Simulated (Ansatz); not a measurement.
Species: Cu2, charge 0, multiplicity 1. 
Structure (B3LYP-D3(BJ)/def2-TZVP (Ansatz, a first-principles code) minimum search):
```
Cu
Cu 1 2.2914
```
Charge 0, spin multiplicity 1.

Basis-set convergence of Hartree-Fock and CCSD correlation energies (hartree) with Ansatz. Correlated levels leave the core frozen unless marked. No spin-orbit coupling. Frozen are the shells of the preceding noble gas and the d and f shells that filled before the atom's block. No relativistic terms.

The T1 diagnostic of CCSD in the largest basis is 0.029, which is high, so the coupled-cluster rows are less sure than usual.

```csv
basis,functions,E(HF),"E(corr, CCSD)"
def2-SVP,62,-3277.39738,-0.54337
def2-TZVPP,128,-3277.86242,-0.88035
def2-QZVPP,200,-3277.94230,-0.93430
```

Extrapolating the two largest sets (X = 3 and 4) as X^-3: E(corr) = (64·(-0.93430) - 27·(-0.88035))/37 = -0.9737 Eh, an estimate of the basis-set limit. The largest set recovers 96.0 % of it, the smallest 55.8 %.
